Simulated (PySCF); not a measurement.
# Unknown compound

Molecular formula: C6H12N2. Simulated spectra:

¹H NMR (500 MHz, computed): δ 2.37 (s, 12H).

¹³C{¹H} NMR (computed): δ 50.0 (CH2).

- GIAO PBE0/pcSseg-1 shieldings
- geometry: PBE0-D3(BJ)/def2-SVP
- program: PySCF 2.14.0 with density-fitted response routines
- one averaged value for each set of equivalent atoms, single conformer, isolated molecule, non-relativistic Hamiltonian

δ = σ(ref) − σ, references computed at the same level: ¹H, ¹³C vs TMS.

Which of these isomers gave the spectra?
A. N[C@@H]1[C@H]2CC[C@@H](N)[C@@H]12
B. C1CN2CCN1CC2
C. C=CCN(C)/N=C\C

## Answers

B. 

- Rings plus π bonds: 2 (2 rings in the answer).
- 1 carbon signal for 6 carbons: some carbons are equivalent by symmetry or fast rotation.
- Carbon types of the structure: 6 × CH2, which accounts for all hydrogens.
- δC 50.0: sp3 CH2 bonded to N; pulled downfield by the heteroatom.
- δH 2.37: hydrogen on an sp3 CH2 bonded to N; its carbon carries N, which withdraws density.

The others: N[C@@H]1[C@H]2CC[C@@H](N)[C@@H]12 would give 6 carbon signals, not 1; C=CCN(C)/N=C\C would give 6 carbon signals, not 1.

Shifts are as computed. Against solution values, carbons near 30 ppm lie about +2 ppm off and those near 130 ppm about +5 ppm. Of 1211 compounds with measured shifts, 218 miss one by over three times the rms of a fit or turn the order of signals round; such compounds aren't used in these exercises.
